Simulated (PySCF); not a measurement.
Radial density of Sn(38+) (tin, charge +38)

UHF, [Ne] 3s2, closed-shell 1S. Computed with PySCF 2.14 in an uncontracted even-tempered set (16 s from 6.9 bohr⁻², ratio 2.5; 10 p from 9 bohr⁻², ratio 2.5; 4 d from 33 bohr⁻², ratio 2.7; 4 f from 50 bohr⁻², ratio 2.7), with no relativity, point nucleus.

```tsv
r (bohr)	4πr²ρ (e/bohr)
0.000505	0.2704
0.000850	0.7390
0.00143	1.973
0.00241	5.064
0.00405	12.16
0.00681	26.12
0.0114	46.58
0.0193	61.61
0.0324	55.39
0.0545	53.24
0.0916	72.07
0.154	36.19
0.259	10.88
0.436	3.114
0.733	0.04612
```

A non-relativistic calculation at this Z misses sizeable relativistic shifts.
